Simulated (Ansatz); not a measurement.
```xyz
16

N     0.650   -1.950   -0.887
Sn    0.626    0.068   -1.255
Ga   -1.406    0.533   -2.838
Si    0.457    1.071    1.118
O     1.917    1.121    1.908
Si   -0.972   -0.305    2.352
H     1.460   -2.242   -0.353
H     0.636   -2.507   -1.733
H     2.110    0.587   -1.985
H    -1.820    2.010   -3.189
H    -2.243   -0.656   -3.438
H    -0.128    2.443    1.002
H     2.617    1.634    1.501
H    -1.270    0.263    3.695
H    -2.247   -0.413    1.588
H    -0.386   -1.659    2.514
```

Total charge 0; spin multiplicity 1. Sn: def2 effective core potential.

Q: List the B3LYP/def2-TZVPP orbital energies in eV (Ansatz 0.2.0). (Best estimate.)

A: The calculation gave: Occupied: -10138.01, -1799.49, -1798.73, -1249.80, -1107.05, -1106.94, -1106.93, -520.78, -388.76, -149.79, -143.95, -143.31, -138.38, -103.25, -102.96, -102.92, -99.29, -99.26, -99.24, -98.62, -98.62, -98.61, -93.22, -93.21, -93.20, -27.61, -27.58, -27.47, -27.44, -27.39, -27.39, -23.02, -22.91, -22.87, -22.75, -22.69, -22.21, -15.86, -14.35, -13.87, -12.67, -12.35, -11.79, -10.36, -9.98, -9.71, -9.56, -9.44, -8.50, -8.15, -7.59, -6.80, -6.63. Lowest empty: -2.47, -0.88, -0.78, -0.34, 0.37, 0.69, 1.02, 1.06.

B3LYP here is the variant with VWN-RPA as its local correlation; programs differ in this.
